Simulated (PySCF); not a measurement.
Hf(F)2(OH)2 (F2H2HfO2), SMILES [OH][Hf]([OH])([F])[F], multiplicity 1. Heavy atoms are numbered as in [Hf:1]([F:2])([F:3])([OH:4])[OH:6]. Hydrogens are named by the atom that carries them.

Geometry optimised at B3LYP-D3(BJ)/def2-SVP. The multiplicity is an assumed one; no other spin state was optimised. The structure was generated by enumeration; whether it is a known compound was not checked. The def2 effective core potentials stand for the cores of Hf; spin–orbit coupling is left out. One conformer was computed; it need not be the lowest.

Computed with r2SCAN/def2-TZVP in PySCF.

Atomic charges (e), one atom of each kind:

| atom | Löwdin | Mulliken |
|---|---|---|
| Hf1 | 0.78 | 1.70 |
| F2 | -0.25 | -0.46 |
| O4 (OH) | -0.31 | -0.73 |
| H on O4 | 0.17 | 0.33 |
